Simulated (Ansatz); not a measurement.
Species: ZnH2, net charge 0, singlet state. 
Coordinates optimised at B3LYP-D3(BJ)/def2-TZVP (Ansatz, a program for electronic structure):
```xyz
3

Zn     0.0000     0.0000     0.0000
H      0.0000     0.0000    -1.5440
H      0.0000     0.0000     1.5440
```

Property: atomisation energy (electronic, to ground-state atoms), in kJ/mol. Valence correlation only, unless marked. UHF or UKS for open shells. No spin-orbit coupling. The frozen core is the preceding noble-gas configuration, with the filled d and f shells of earlier blocks. No relativistic terms. The coupled-cluster limit lacks core correlation, which all-electron functionals hold. Basis-set limits of correlation are two-point, X^-3; Hartree-Fock from the larger set.

```
level                                        program  atomisation energy (kJ/mol)
------------------------------------  --------------  ---------------------------
BLYP/def2-TZVPD                               Ansatz                            ?
B97M-V/def2-TZVPD                             Ansatz                        448.6
BHLYP-D3(BJ)/def2-TZVPD               Ansatz + dftd3                        432.5
BHLYP/def2-TZVPD                              Ansatz                        429.8
B2GP-PLYP-D4/def2-TZVPD               Ansatz + dftd4                        428.4
SCS-MP2/def2-TZVPP                            Ansatz                        434.4
CCSD(T)/CBS(def2-TZVPPD,def2-QZVPPD)          Ansatz                            ?
```

Task: Fill in the missing entries.

Result: 
- BLYP/def2-TZVPD, atomisation energy (kJ/mol): 416.1
- CCSD(T)/CBS(def2-TZVPPD,def2-QZVPPD), atomisation energy (kJ/mol): 436.8
